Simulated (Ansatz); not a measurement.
Ideal-gas functions of BrF3Zr (`[F][Zr]([F])([F])[Br]`) at 400 K and 1 bar, from an Ansatz frequency run at PBE0-D4/def2-TZVP.

Molar mass 228.12 g/mol, point group C3v (symmetry number 3), electronic degeneracy 1, moments of inertia 178.919, 495.24, 495.244 u Å². Harmonic wavenumbers (cm⁻¹, unscaled): 115, 115, 156, 170, 170, 309, 684, 690, 690.

Use S(trans) = R[1.5 ln M + 2.5 ln T − 1.1517]; rotational temperatures θ = 24.2544 K / I; S(rot) = R[ln(√π/σ · √(T³/θAθBθC)) + 1.5]; for each mode x = 1.438777 ν̃/T, S = R[x/(eˣ − 1) − ln(1 − e⁻ˣ)] and H = RT x/(eˣ − 1); 1 cm⁻¹ = 0.0119627 kJ/mol; R = 8.31446 J/(mol·K).

Q: By hand: the entropy, in J/(mol·K).

A: Translation 182.7. Rotation: θ = 0.1356, 0.049, 0.049 K, giving 116.2. Vibration, mode by mode: 15.71, 15.71, 13.23, 12.53, 12.53, 7.85, 2.65, 2.61, 2.61, in all 85.4. Electronic 0.0. Sum 384.3 J/(mol·K).

Q: By hand: H − E and G − E in kJ/mol, counted from the electronic energy.

A: Zero-point energy ½ × 3099 × 0.0119627 = 18.5; thermal vibration 16.8; translation, rotation and pV give 4 RT = 13.3. H − E = 48.6 kJ/mol, and G − E = 48.6 − 400 × 384.3/1000 = -105.1 kJ/mol.

Vibration gives 22 % of the entropy, 31.4 J/(mol·K) of it from the modes under 150 cm⁻¹: soft modes count most, and the harmonic formula is weakest for them.
